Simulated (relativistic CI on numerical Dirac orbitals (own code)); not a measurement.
Method of calculation: Dirac-Coulomb-Breit CI, orbitals from a KLI potential per configuration, model QED (radiative potential, 1s self-energy scaled to tabulated hydrogen-like ionisation energies), unscaled Slater integrals (own radial code, finite nucleus).

The strongest absorption lines from the ground level of an ion, among the configurations computed and to levels below about 1330 eV (vacuum wavelength in Å, gf): 9.3356 (0.052), 9.3398 (0.026), 10.403 (0.12), 10.413 (0.063), 13.823 (0.48), 13.866 (0.25), 239.83 (0.1), 292.74 (0.04).

(1) Which ion is it?
A. Co XXV
B. Sc XIX
C. V XXI
D. K XVII

Results:

(1) C. V XXI has 3 electrons and the ground level 2s 2S_1/2; the strongest line goes to 3p 2P°_3/2. The pattern of lines fixes the number of electrons, and along that sequence the line energies rise steadily with the charge (about as its square where n changes within one kind of shell, about linearly where n is kept but much faster in heavy ions where fine structure, which grows about as Z⁴, sets the gap, and irregularly where shells cross), which fixes Z. Configurations outside the model, such as inner-shell arrays, can give stronger lines. At this charge energies of transitions that change n are usually good to better than 1 %, and those within a shell (Δn = 0) to a few per cent.
